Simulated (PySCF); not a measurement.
Harmonic spectrum computed at PBE0 in the def2-SVP basis family (core potentials from Rb on, PySCF, no spin–orbit coupling):

```csv
symmetry,ω (cm⁻¹),IR (km/mol)
a',94,28.8
a',169,2.7
a'',191,23.7
a',339,298
a'',376,8.3
a'',492,79.6
a',519,266
a',679,68.7
a'',700,218
a',964,217
a'',3972,304
a',3975,41.0
```

Which molecule gave it? In each, all ligands are bound to the one heavy central atom.
A. PdO(OH)₂ (triplet)
B. WO(OH)₂ (singlet)
C. HfO(OH)₂ (singlet)
D. ZrO(OH)₂ (singlet)

D. It has Cs symmetry with O–H 0.959 Å (×2), Zr–O 1.751 Å, Zr–O 1.964 Å (×2).
